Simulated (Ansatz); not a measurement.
Reactions of C2H8AlNSi (`C[N]1[SiH2][Al]1[CH3]`).

Program: Ansatz. Geometries: PBE0-D4/def2-TZVP. ΔE: electronic, gas phase. CCSD(T)/CBS adds triple-zeta CCSD(T) − MP2 to the extrapolated MP2 energy (def2 sets, frozen cores). This one scheme is used for every species, atoms too. DFT in def2-TZVPP. B3LYP here is the variant with VWN-RPA as its local correlation; programs differ in this. No spin–orbit coupling; open shells (•) take unrestricted orbitals. Spin–orbit coupling would lower the free atoms: a little for Al, C, Si. For Br outer-core shells are correlated without core-valence functions, so the limit isn't a true one: a few kJ/mol of doubt a bond, and 10 to 20 or more in all where bonds break to atoms. Scalar relativity is left out up to krypton. Each species was taken in one conformer, which may not be the lowest.

```csv
reaction,CCSD(T)/CBS(def2) (kcal/mol)
`C[N]1[SiH2][Al]1[CH3]` → `N=[CH][AlH][CH2][SiH3]`,?
`C[N]1[SiH2][Al]1[CH3]` + `O[SiH2]O` → `C[N]1[AlH][SiH2]1` + `C[SiH](O)O`,-1.0
`C[N]1[SiH2][Al]1[CH3]` → Al• + 2 C• + 8 H• + N• + Si•,1081.0
`C[N]1[SiH2][Al]1[CH3]` + `C1=CC1` → `CC1=CC1` + `C[N]1[AlH][SiH2]1`,6.0
`C[N]1[SiH2][Al]1[CH3]` → `[CH3][Al]1[NH][SiH]1C`,-18.2
`C[N]1[SiH2][Al]1[CH3]` → `C=C([SiH3])[NH][AlH2]`,10.0
`C[N]1[SiH2][Al]1[CH3]` → `C=CN[SiH2][AlH2]`,9.9
`C[N]1[SiH2][Al]1[CH3]` → `C[C]1(N)[AlH][SiH2]1`,?
`C[N]1[SiH2][Al]1[CH3]` + `[OH][Al]([OH])[Br]` → `C[O][Al]([OH])[Br]` + `C[N]1[AlH][SiH2]1`,?
`C[N]1[SiH2][Al]1[CH3]` → `C[N]1[AlH][SiH2]1` + `[CH2]` (triplet),115.4
```

Fill in the missing values. (Estimate.)

Ansatz gave: `C[N]1[SiH2][Al]1[CH3]` → `N=[CH][AlH][CH2][SiH3]`: +25.3 kcal/mol; `C[N]1[SiH2][Al]1[CH3]` → `C[C]1(N)[AlH][SiH2]1`: +54.2 kcal/mol; `C[N]1[SiH2][Al]1[CH3]` + `[OH][Al]([OH])[Br]` → `C[O][Al]([OH])[Br]` + `C[N]1[AlH][SiH2]1`: +25.9 kcal/mol.

Largest T1 diagnostic: 0.018, for Al•.
